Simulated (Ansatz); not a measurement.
Species: sum formula GeOCl₂ (charge 0, singlet). 
Geometry from a B3LYP-D3(BJ)/def2-TZVP (Ansatz, an electronic-structure program) optimisation:
```
Ge
O 1 1.6328
Cl 1 2.1290 2 126.55
Cl 1 2.1290 2 126.55 3 -180.00
```

Parts of the frozen-core correlation energy in STO-3G (Ansatz, hartree). Frozen orbitals: 25; correlated occupied orbitals by spin: 12 and 12; virtual: 4 and 4. No spin-orbit coupling. No relativistic terms. The restricted reference is unstable.

| term | value |
|---|---|
| reference (HF) | -3034.78977 |
| MP2 opposite-spin | -0.10274 |
| MP2 same-spin | -0.03148 |
| CCSD correlation | -0.14034 |
| (T) | -0.01195 |
| FCI minus CCSD(T) | -0.00085 |
| T1 diagnostic | 0.024 |
| largest doubles amplitude | 0.193 |
